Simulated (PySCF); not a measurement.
**Electron correlation in O²⁺ (oxygen, charge +2)**

[He] 2s2 2p2, high-spin 3P determinant. All numbers are calculated (PySCF 2.14, the spin-free X2C one-electron Hamiltonian (Gaussian nucleus), in x2c-QZVPPall with one added diffuse shell each of s, p, d, f type (8s5p4d3f1g, 73 functions)). Frozen: 1s2; 4 electrons correlated.

```csv
level,correlation energy (mhartree)
CCSD,-102.01
(T),-1.51
CCSD(T),-103.52
```

Diagnostics: T1 = 0.0049, D1 = 0.0096, largest double amplitude 0.121.

Cost of the coupled-cluster step: roughly 14 core-seconds, for 4 correlated electrons.
